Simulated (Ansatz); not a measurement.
Cost and result for the atomization energy of C₂H₄AlN, SMILES `C[C]1=[N][AlH]1` (8 atoms, 8 bonds).

```xyz
8

C     0.3184    1.2738    0.1976
C    -0.1083   -0.1384    0.0374
N    -1.0948   -0.7469    0.6048
Al   -0.2083   -1.8994   -0.5055
H     0.2899    1.7845   -0.7684
H    -0.3350    1.7887    0.9078
H     1.3527    1.3151    0.5485
H    -0.2146   -3.3775   -1.0222
```

Total charge 0; spin multiplicity 1. All single points use the PBE0-D4/def2-TZVP geometry. Program: Ansatz. All runs use 2 threads of an Arm Neoverse V2 on a shared host. Times are those of one run each, without the atoms' runs, and a repeat can differ threefold. Electronic energies, without spin–orbit coupling; frozen cores. CCSD(T)/CBS adds CCSD(T) − MP2 in def2-TZVPP to the MP2 limit, and its time is that of the two runs behind it. T1 = 0.017. B3LYP takes the VWN-RPA correlation (the form of Gaussian; ORCA's B3LYP/G).

CCSD(T)/CBS is a level of theory with its own doubt, some kJ/mol a heavy atom from the limit and from the frozen cores, so smaller differences don't rank the functionals.

```csv
level,functions,wall time,atomization (kcal/mol),difference from CCSD(T)/CBS,per bond
LDA (SPW92)/def2-TZVPP,191,1.1 s,803.7,109.9,13.7
revPBE-D4/def2-TZVPP,191,1.8 s,698.4,4.6,0.6
CCSD(T)/def2-SVP,80,1.8 s,655.4,-38.4,-4.8
PBE-D4/def2-TZVPP (with forces),191,2.1 s,717.4,23.6,2.9
PBE0-D4/def2-TZVPP,191,2.2 s,698.7,4.9,0.6
B3LYP-D4/def2-TZVPP (with forces),191,3.4 s,696.3,2.5,0.3
B2PLYP/def2-TZVPP,191,4.3 s,689.1,-4.7,-0.6
r2SCANh-D4/def2-TZVPP,191,4.6 s,691.6,-2.2,-0.3
ωB97X-V/def2-TZVPP,191,6.5 s,697.5,3.7,0.5
B97M-V/def2-TZVPP,191,8 s,701.9,8.1,1.0
MP2/def2-QZVPP,361,14 s,700.5,6.7,0.8
CCSD(T)/def2-TZVPP,191,38 s,672.6,-21.2,-2.7
CCSD(T)/CBS(def2),–,52 s,693.8,0.0,0.0
```

In def2-TZVPP, CCSD(T) changes the Hartree–Fock value by +194.6 kcal/mol (the triples alone add +14.5 kcal/mol) and MP2 by +209.8 kcal/mol; breaking electron pairs costs correlation energy, which Hartree–Fock lacks. The D4 term adds +5.2 kcal/mol with B3LYP and +2.7 kcal/mol with PBE0; it sums over pairs of atoms, weighted by their polarisabilities, and B3LYP, whose exchange is more repulsive, gets the larger term. From r2SCAN to r2SCAN0 (25 % exact exchange), in def2-TZVPP and without D4, the atomization energy moves by −15.4 kcal/mol: exact exchange takes away binding that semilocal exchange gives to molecules.
